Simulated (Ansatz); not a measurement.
Consider the formal exchange of groups at a C–S bond: `O=C[S][GaH2]` + `C[SiH3]` → `C[SiH2]C=O` + `[SH][GaH2]`.

Computed with Ansatz on PBE0-D4/def2-TZVP structures; ΔE is electronic, products minus reactants. CCSD(T)/CBS adds triple-zeta CCSD(T) − MP2 to the extrapolated MP2 energy (def2 sets, frozen cores). This one scheme is used for every species. Functionals use def2-TZVPP. For Ga outer-core shells are correlated without core-valence functions, which leaves a few kJ/mol of doubt a bond. Scalar relativity is left out up to krypton. Each species was taken in one conformer, which may not be the lowest.

`O=C[S][GaH2]`:

Z-matrix (Å, degrees):
```
C
S 1 1.790
O 1 1.191 2 122.8
H 1 1.106 2 114.0 3 -180.0
Ga 2 2.210 1 100.0 3 -180.0
H 5 1.561 2 115.3 1 0.0
H 5 1.554 2 116.2 1 -180.0
```

`C[SiH3]`:

Cartesian coordinates in Å:
```
C -0.006 0.588 0.793
Si 0.005 -0.526 -0.710
H -0.701 0.214 1.548
H -0.312 1.601 0.522
H 0.987 0.642 1.244
H 0.420 -1.906 -0.338
H 0.955 -0.016 -1.736
H -1.348 -0.596 -1.323
```

`C[SiH2]C=O`:

Z-matrix (Å, degrees):
```
C
Si 1 1.860
H 1 1.092 2 110.3
H 1 1.092 2 110.3 3 -119.0
H 1 1.092 2 111.2 3 120.5
C 2 1.926 1 109.6 3 59.4
H 2 1.490 1 112.8 3 -59.6
H 2 1.490 1 112.8 3 178.3
O 6 1.206 2 122.1 1 -0.2
H 6 1.118 2 118.9 1 179.8
```

`[SH][GaH2]`:

Cartesian coordinates in Å:
```
S 0.675 -1.068 -0.977
Ga 0.067 0.565 0.364
H -0.521 -1.679 -0.967
H 1.178 1.611 0.683
H -1.400 0.572 0.897
```

| level | ΔE (eV) |
| --- | --- |
| CAM-B3LYP | 0.12 |
| RPA@PBE/def2-TZVPP | 0.12 |
| HF/def2-SVP | 0.00 |
| CCSD(T)/def2-SVP | 0.15 |

Q: What does CCSD(T)/CBS give? (Best estimate.)

A: Computed: +0.13 eV. The listed levels differ from it by -0.01, -0.01, -0.13, 0.02 eV.

Q: What do rigid-rotor, harmonic-oscillator terms from PBE0-D4/def2-TZVP frequencies (298.15 K, 1 bar) make of the CCSD(T)/CBS value? (An estimate is asked.)

A: Ansatz gave: ΔZPE = -0.02 eV, ΔH = +0.11 eV, ΔS = 20 J/(mol·K), ΔG = +0.05 eV.

Largest T1 diagnostic among the species: 0.016.

From r2SCAN to r2SCAN0 (25 % exact exchange), in def2-TZVPP and without D4, ΔE moves by −0.05 eV. In def2-TZVPP, CCSD(T) changes the Hartree–Fock value by +0.11 eV (the triples alone add +0.05 eV) and MP2 by +0.17 eV.
